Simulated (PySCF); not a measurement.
Isomers of C3H10GeO. Computed with PBE0-D3(BJ)/def2-SVP geometry optimisation, gas phase in PySCF. One conformer each; no zero-point energy, no entropy. No frequencies were run at this level. Point groups hold within 0.08 Å.

Question: Rank from lowest to highest electronic energy at this level (kcal/mol).
A. GeH2Me(OEt) (`[H][Ge]([H])([CH3])[O]CC`)
B. `[CH3:1][CH:2]([CH3:3])[O:4][GeH3:5]` with C1–C2–O4–Ge5 116°
C. GeHMe2(OMe) (`[H][Ge]([CH3])([CH3])[O]C`)

Answer: C (0.0), A (3.6), B (8.3).

```json
{"SMILES": "[H][Ge]([CH3])([CH3])[O]C", "E (Eh)": "-2271.69395", "E rel (kcal/mol)": "0.0", "dipole (D)": "1.38", "point group": "C1", "A, B, C (MHz)": "4672, 2539, 1903"}
{"SMILES": "[H][Ge]([H])([CH3])[O]CC", "E (Eh)": "-2271.68816", "E rel (kcal/mol)": "3.6", "dipole (D)": "0.85", "point group": "near Cs", "A, B, C (MHz)": "9297, 1445, 1303"}
{"SMILES": "CC(C)[O][GeH3]", "E (Eh)": "-2271.68075", "E rel (kcal/mol)": "8.3", "dipole (D)": "1.10", "point group": "–", "A, B, C (MHz)": "6950, 1478, 1314"}
```

As an exercise, what shares would exp(−E/RT) give at 500 K from these electronic energies alone (no entropy, no degeneracies)?

RT = 0.994 kcal/mol: [H][Ge]([CH3])([CH3])[O]C 97.5 %, [H][Ge]([H])([CH3])[O]CC 2.5 %, CC(C)[O][GeH3] under 0.1 %.
